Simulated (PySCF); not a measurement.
Br2Ge (SMILES [Br][Ge][Br]), singlet, at a GFN2-xTB geometry; PySCF with TPSS/STO-3G.

PySCF was given this input:
```python
from pyscf import gto, scf, dft

mol = gto.M(
    atom='''
Ge    0.01682949    0.00687689    1.03311619
Br    1.00009172   -1.51961211   -0.47860423
Br   -1.01547868    1.51332467   -0.46595914
''',
    basis='sto-3g',
    verbose=4,
)

mf = dft.RKS(mol)
mf.xc = 'tpss'
mf.conv_tol = 1e-12
mf.kernel()
```

What does PySCF print? Leave out banner, timings and long lists.


```
PySCF version 2.14.0

[INPUT] verbose = 4
[INPUT] num. atoms = 3
[INPUT] num. electrons = 102
[INPUT] charge = 0
[INPUT] spin (= nelec alpha-beta = 2S) = 0
[INPUT] symmetry False subgroup None
[INPUT] Mole.unit = angstrom
[INPUT] Symbol           X                Y                Z      unit          X                Y                Z       unit  Magmom
[INPUT]  1 Ge     0.016829490000   0.006876890000   1.033116190000 AA    0.031803126916   0.012995438689   1.952306653954 Bohr   0.0
[INPUT]  2 Br     1.000091720000  -1.519612110000  -0.478604230000 AA    1.889899450245  -2.871650703472  -0.904430916758 Bohr   0.0
[INPUT]  3 Br    -1.015478680000   1.513324670000  -0.465959140000 AA   -1.918976590535   2.859769163848  -0.880535159838 Bohr   0.0

nuclear repulsion = 679.708793928492
number of shells = 24
number of NR pGTOs = 162
number of NR cGTOs = 54
basis = sto-3g
ecp = {}

******** <class 'pyscf.dft.rks.RKS'> ********
method = RKS
initial guess = minao
damping factor = 0
level_shift factor = 0
DIIS = <class 'pyscf.scf.diis.CDIIS'>
diis_start_cycle = 1
diis_space = 8
diis_damp = 0
SCF conv_tol = 1e-12
SCF conv_tol_grad = None
SCF max_cycles = 50
direct_scf = True
direct_scf_tol = 1e-13
XC library pyscf.dft.libxc version 7.1.2
    S. Lehtola, C. Steigemann, M. J. T. Oliveira, and M. A. L. Marques,  SoftwareX 7, 1–5 (2018)
XC functionals = tpss
    J. Tao, J. P. Perdew, V. N. Staroverov, and G. E. Scuseria,  Phys. Rev. Lett. 91, 146401 (2003)
    J. P. Perdew, J. Tao, V. N. Staroverov, and G. E. Scuseria,  J. Chem. Phys. 120, 6898 (2004)
    J. Tao, J. P. Perdew, V. N. Staroverov, and G. E. Scuseria,  Phys. Rev. Lett. 91, 146401 (2003)
    J. P. Perdew, J. Tao, V. N. Staroverov, and G. E. Scuseria,  J. Chem. Phys. 120, 6898 (2004)
radial grids:
    Treutler-Ahlrichs [JCP 102, 346 (1995); DOI:10.1063/1.469408] (M4) radial grids

becke partition: Becke, JCP 88, 2547 (1988); DOI:10.1063/1.454033
pruning grids: <function nwchem_prune>
grids dens level: 3
symmetrized grids: False
atomic radii adjust function: <function treutler_atomic_radii_adjust>
small_rho_cutoff = 0
Set gradient conv threshold to 1e-06
Initial guess from minao.
tot grids = 61488
init E= -7135.75044146956
  HOMO = -0.678942282400061  LUMO = -0.544599607241132  gap/eV = 3.65565
cycle= 1 E= -7144.85370186268  delta_E= -9.1  |g|= 0.34  |ddm|= 2.24
  HOMO = -0.059505867514296  LUMO = -0.0523163799915586  gap/eV = 0.19564
cycle= 2 E= -7144.71789536823  delta_E= 0.136  |g|= 0.496  |ddm|= 2.52
  HOMO = -0.0616840696845168  LUMO = -0.0253009155921901  gap/eV = 0.99004
cycle= 3 E= -7144.91085687819  delta_E= -0.193  |g|= 0.0815  |ddm|= 2.04
  HOMO = -0.0577558402188824  LUMO = -0.0368482809792633  gap/eV = 0.56892
cycle= 4 E= -7144.91602380916  delta_E= -0.00517  |g|= 0.0187  |ddm|= 0.296
  HOMO = -0.0408020170527233  LUMO = -0.0350907735645896  gap/eV = 0.15541
cycle= 5 E= -7144.91506129279  delta_E= 0.000963  |g|= 0.0372  |ddm|= 0.32
  HOMO = -0.0457826355271766  LUMO = -0.0359085952023584  gap/eV = 0.26869
cycle= 6 E= -7144.91623812363  delta_E= -0.00118  |g|= 0.00235  |ddm|= 0.271
  HOMO = -0.045345321398727  LUMO = -0.0357952228527665  gap/eV = 0.25987
cycle= 7 E= -7144.91624270257  delta_E= -4.58e-06  |g|= 0.00098  |ddm|= 0.0307
  HOMO = -0.0454232999636984  LUMO = -0.0357970015002404  gap/eV = 0.26194
cycle= 8 E= -7144.91624384679  delta_E= -1.14e-06  |g|= 5.85e-05  |ddm|= 0.00991
  HOMO = -0.0454166711528446  LUMO = -0.0357959028535146  gap/eV = 0.26179
cycle= 9 E= -7144.91624384785  delta_E= -1.06e-09  |g|= 4.94e-05  |ddm|= 0.000497
  HOMO = -0.0454142062931795  LUMO = -0.0357957204426526  gap/eV = 0.26173
cycle= 10 E= -7144.91624384982  delta_E= -1.97e-09  |g|= 1.24e-05  |ddm|= 0.000271
  HOMO = -0.0454155493185578  LUMO = -0.0357960271365475  gap/eV = 0.26176
cycle= 11 E= -7144.91624385001  delta_E= -1.89e-10  |g|= 1.43e-06  |ddm|= 0.000116
  HOMO = -0.0454157284336311  LUMO = -0.0357960617601201  gap/eV = 0.26176
cycle= 12 E= -7144.91624385002  delta_E= -1.64e-11  |g|= 2.55e-07  |ddm|= 1.64e-05
  HOMO = -0.0454157551423687  LUMO = -0.0357960553509498  gap/eV = 0.26177
cycle= 13 E= -7144.91624385002  delta_E= 7.28e-12  |g|= 1.25e-08  |ddm|= 3.05e-06
  HOMO = -0.0454157551663166  LUMO = -0.0357960552585337  gap/eV = 0.26177
cycle= 14 E= -7144.91624385  delta_E= 1.27e-11  |g|= 4.58e-09  |ddm|= 9.28e-08
  HOMO = -0.0454157553911672  LUMO = -0.0357960551688077  gap/eV = 0.26177
cycle= 15 E= -7144.91624385001  delta_E= -3.64e-12  |g|= 3.45e-09  |ddm|= 1.6e-08
  HOMO = -0.0454157532717812  LUMO = -0.0357960533154833  gap/eV = 0.26177
cycle= 16 E= -7144.91624385001  delta_E=    0  |g|= 1.22e-08  |ddm|= 4.31e-08
  HOMO = -0.045415756627399  LUMO = -0.0357960571831395  gap/eV = 0.26177
Extra cycle  E= -7144.91624385001  delta_E= -1.82e-12  |g|= 2.03e-08  |ddm|= 2e-07
converged SCF energy = -7144.91624385001
```
